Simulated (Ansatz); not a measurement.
Ideal-gas functions of `[OH][Ge]([OH])([OH])[OH]` at 400 K and 1 bar, from an Ansatz frequency run at PBE0-D4/def2-TZVP.

Molar mass 140.64 g/mol, point group S4 (symmetry number 2), electronic degeneracy 1, moments of inertia 139.185, 139.188, 158.422 u Å². Harmonic wavenumbers (cm⁻¹, unscaled): 143, 176, 214, 235, 235, 265, 279, 279, 328, 711, 744, 762, 762, 907, 930, 942, 942, 3889, 3889, 3890, 3892.

Use S(trans) = R[1.5 ln M + 2.5 ln T − 1.1517]; rotational temperatures θ = 24.2544 K / I; S(rot) = R[ln(√π/σ · √(T³/θAθBθC)) + 1.5]; for each mode x = 1.438777 ν̃/T, S = R[x/(eˣ − 1) − ln(1 − e⁻ˣ)] and H = RT x/(eˣ − 1); 1 cm⁻¹ = 0.0119627 kJ/mol; R = 8.31446 J/(mol·K).

Task: By hand: the entropy, in J/(mol·K).

Result: Translation 176.7. Rotation: θ = 0.1743, 0.1743, 0.1531 K, giving 108.5. Vibration, mode by mode: 13.93, 12.25, 10.69, 9.96, 9.96, 9.02, 8.63, 8.63, 7.41, 2.46, 2.24, 2.13, 2.13, 1.40, 1.31, 1.27, 1.27, 0.00, 0.00, 0.00, 0.00, in all 104.7. Electronic 0.0. Sum 389.9 J/(mol·K).

Task: By hand: H − E and G − E in kJ/mol, counted from the electronic energy.

Result: Zero-point energy ½ × 24414 × 0.0119627 = 146.0; thermal vibration 23.2; translation, rotation and pV give 4 RT = 13.3. H − E = 182.5 kJ/mol, and G − E = 182.5 − 400 × 389.9/1000 = 26.5 kJ/mol.

Vibration gives 27 % of the entropy, 13.9 J/(mol·K) of it from the mode under 150 cm⁻¹: soft modes count most, and the harmonic formula is weakest for them. The sum counts one conformer and one mirror image; others add a mixing term.
